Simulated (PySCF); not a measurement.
F₄Ti, multiplicity 1.

```xyz
5

Ti     0.0000     0.0000     0.0000
F     -1.0016     1.0016    -1.0016
F      1.0016     1.0016     1.0016
F      1.0016    -1.0016    -1.0016
F     -1.0016    -1.0016     1.0016
```
Charge 0, spin multiplicity 1.

Geometry optimised at B3LYP-D3(BJ)/def2-SVP. The spin state was assumed, not searched. The isomer is the one that the SMILES or the coordinates give; other isomers of the formula were not compared.

Computed with PySCF with HF/pcSseg-1. Non-relativistic, no solvent.

Computed absolute GIAO shielding of each atom: isotropic value and principal components (ppm):
| atom | σ(iso) | σ11 | σ22 | σ33 | span |
|---|---|---|---|---|---|
| Ti1 | 436.0 | 436.0 | 436.0 | 436.0 | 0.0 |
| F2 | -28.7 | -261.4 | -261.4 | 436.7 | 698.1 |
| F3 | -28.7 | -261.4 | -261.4 | 436.7 | 698.1 |
| F4 | -28.7 | -261.4 | -261.4 | 436.7 | 698.1 |
| F5 | -28.7 | -261.4 | -261.4 | 436.7 | 698.1 |
